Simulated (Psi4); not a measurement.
Input for Psi4:
```
memory 2 GB

molecule {
0 1
  Sb    0.01294198    0.00090519    1.01247550
  I    -1.86865509   -1.50372426   -0.29957913
  I    -0.37382384    2.36628049   -0.32214675
  I     2.23002532   -0.86342726   -0.35254300
}

set basis def2-svp

energy('blyp')
print_variables()
```

Give the total energy at the level BLYP/def2-SVP (Psi4).

-1133.259580 Ha

Predict the nuclear repulsion energy from BLYP/def2-SVP.

571.9059 Eh

What is the computed dipole moment (BLYP/def2-SVP)?

1.77 D

What is the computed number of basis functions (BLYP/def2-SVP)?

104
